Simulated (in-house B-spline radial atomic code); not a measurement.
Au. Computed with a B-spline radial atomic code. Model: non-relativistic spherical atom: semilocal Troullier-Martins pseudo-atom, one channel per l, against all electrons, high spin, G0W0 and RPA with empty states to l = 8, local potential for every l without a channel, a model core (radius 0 = none) keeps its share of the functional.

The core holds an angular momentum without a channel of its own, so the local potential lets valence electrons into it.

Without relativity these are model numbers for so heavy an element.

What the tables leave out is listed at the end.

The pseudopotential gives back the lowest level of each angular momentum of its own functional in the configuration it was made in; a second state of the same l is only approximately right. Exact exchange, RPA and GW see the smooth pseudo-orbitals and miss the exchange with the core, for which the functional's share stands in. The column with an uncorrelated core keeps all orbitals and exact exchange, and so separates missing core correlation from pseudisation. Only the three outermost levels and the lowest empty one were computed. RPA here is direct RPA, with no exchange kernel, and its energies carry an (l + 1/2)⁻⁴ tail. A hybrid on a potential with a model core restores only its own semilocal share of the core's exchange.

Command:
```bash
python run_psgw.py task.json out
```
Settings (lengths in bohr, energies in hartree):
```
Z                      79
electrons              79
configuration          [Xe] 4f14 5d10 6s1
generated_in           [Xe] 4f14 5d10 6s1
functional             pbe,pbe
core_shells            11
radius_factor          0.9
core_correction        True
ion_configuration      [Xe] 4f14 5d10
```

Time taken, with all properties: 110 s on 1 thread of Arm Neoverse N1, on a shared host.

Given: made with PBE; model core radius 0.798 bohr; local radius 1.126 bohr; mean-field start PBE.

Valence shells of the generating configuration: 5p, 5d, 6s.

Channel: s 2.43, p 0.896, d 1.093 (radii in bohr).

Computed: largest level miss in the spin-unpolarised generating configuration 0.001 eV; valence RPA correlation energy all-electron orbitals -0.97055 hartree; all-electron RPA polarisability, core included 44.535 bohr³; pseudo-atom RPA polarisability 44.578 bohr³; ionisation by mean-field all-electron 7.4579 eV; ionisation by mean-field pseudo minus all 0.008 eV; ionisation by RPA pseudo minus all 0.792 eV.

```json
{"level": "6s up", "occupied": "1", "mean-field all-electron (eV)": "-4.4227", "mean-field pseudo minus all (eV)": "0", "G0W0 all-electron (eV)": "-7.4416", "G0W0 uncorrelated core minus all (eV)": "0.022", "G0W0 pseudo minus all (eV)": "-0.477", "exchange self-energy all-electron (eV)": "-10.456", "exchange self-energy pseudo (eV)": "-10.535"}
{"level": "6s down (empty)", "occupied": "0", "mean-field all-electron (eV)": "-3.704", "mean-field pseudo minus all (eV)": "0", "G0W0 all-electron (eV)": "-1.5102", "G0W0 uncorrelated core minus all (eV)": "0.023", "G0W0 pseudo minus all (eV)": "-0.576", "exchange self-energy all-electron (eV)": "-3.0799", "exchange self-energy pseudo (eV)": "-3.1879"}
```

What is the valence RPA correlation energy pseudo?

-1.2792 hartree.

What is the ionisation by RPA all-electron?

7.6277 eV.

Given: mean-field start PBE0.

Computed: valence RPA correlation energy all-electron orbitals -0.91661 hartree; valence RPA correlation energy pseudo -1.2103 hartree; all-electron RPA polarisability, core included 39.073 bohr³; pseudo-atom RPA polarisability 34.945 bohr³; ionisation by mean-field all-electron 7.1573 eV; ionisation by RPA pseudo minus all 0.918 eV.

```
          level  occupied  mean-field all-electron (eV)  mean-field pseudo minus all (eV)  G0W0 all-electron (eV)  G0W0 uncorrelated core minus all (eV)  G0W0 pseudo minus all (eV)  exchange self-energy all-electron (eV)  exchange self-energy pseudo (eV)
          6s up         1                       -4.9703                            -0.317                 -7.4354                                  0.025                      -0.781                                 -10.206                           -11.039
6s down (empty)         0                       -2.6451                            -0.257                 -1.2473                                  0.022                      -0.537                                 -2.6717                           -3.2057
```

What is the ionisation by mean-field pseudo minus all?

0.402 eV.

What is the ionisation by RPA all-electron?

7.4836 eV.

Among the listed levels the largest G0W0 shift of the pseudo-atom is -0.78 eV, for 6s up on the PBE0 start, while leaving the core uncorrelated moves that level by +0.03 eV. So pseudisation and the lost core exchange, not the missing core correlation, make the error. Not in the tables (levels of low weight, unsolved or above zero; the highest and the empty levels are kept at any weight): on PBE the G0W0 levels 5d down (pseudo minus all +1.03 eV, weights 0.46 and 0.02), 5d up (pseudo minus all +0.99 eV, weights 0.44 and 0.02); on PBE0 the G0W0 levels 5d down (pseudo minus all +0.64 eV, weights 0.78 and 0.74), 5d up (pseudo minus all +0.47 eV, weights 0.59 and 0.69); no Hartree-Fock pseudo-atom is run with a model core.
